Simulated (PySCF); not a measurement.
A calculated (M06-L, PySCF 2.14, x2c-SVPall, scalar relativity by spin-free X2C-1e) atom or ion has these occupied shells.

```json
{"shell": "1s α", "electrons": "1", "orbital energy (eV)": "-17842.4", "rms radius, mean of both spins (bohr)": "0.0426"}
{"shell": "1s β", "electrons": "1", "orbital energy (eV)": "-17842.4", "rms radius, mean of both spins (bohr)": "0.0426"}
{"shell": "2s α", "electrons": "1", "orbital energy (eV)": "-2493.6", "rms radius, mean of both spins (bohr)": "0.176"}
{"shell": "2s β", "electrons": "1", "orbital energy (eV)": "-2493.4", "rms radius, mean of both spins (bohr)": "0.176"}
{"shell": "2p α", "electrons": "3", "orbital energy (eV)": "-2221.7", "rms radius, mean of both spins (bohr)": "0.156"}
{"shell": "2p β", "electrons": "3", "orbital energy (eV)": "-2221.6", "rms radius, mean of both spins (bohr)": "0.156"}
{"shell": "3s α", "electrons": "1", "orbital energy (eV)": "-421.23", "rms radius, mean of both spins (bohr)": "0.488"}
{"shell": "3s β", "electrons": "1", "orbital energy (eV)": "-421.11", "rms radius, mean of both spins (bohr)": "0.488"}
{"shell": "3p α", "electrons": "3", "orbital energy (eV)": "-331.07", "rms radius, mean of both spins (bohr)": "0.498"}
{"shell": "3p β", "electrons": "3", "orbital energy (eV)": "-330.94", "rms radius, mean of both spins (bohr)": "0.498"}
{"shell": "3d α", "electrons": "5", "orbital energy (eV)": "-184.39", "rms radius, mean of both spins (bohr)": "0.497"}
{"shell": "3d β", "electrons": "5", "orbital energy (eV)": "-184.17", "rms radius, mean of both spins (bohr)": "0.497"}
{"shell": "4s α", "electrons": "1", "orbital energy (eV)": "-63.193", "rms radius, mean of both spins (bohr)": "1.30"}
{"shell": "4s β", "electrons": "1", "orbital energy (eV)": "-61.963", "rms radius, mean of both spins (bohr)": "1.30"}
{"shell": "4p α", "electrons": "3", "orbital energy (eV)": "-40.575", "rms radius, mean of both spins (bohr)": "1.47"}
{"shell": "4p β", "electrons": "3", "orbital energy (eV)": "-39.160", "rms radius, mean of both spins (bohr)": "1.47"}
{"shell": "4d α", "electrons": "2", "orbital energy (eV)": "-11.040", "rms radius, mean of both spins (bohr)": "2.32"}
{"shell": "5s α", "electrons": "1", "orbital energy (eV)": "-10.293", "rms radius, mean of both spins (bohr)": "3.69"}
```

**Question.** Name the element and its charge.

**Answer.** Zr⁺ (zirconium, charge +1), in [Kr] 4d2 5s1, high-spin 4F determinant.
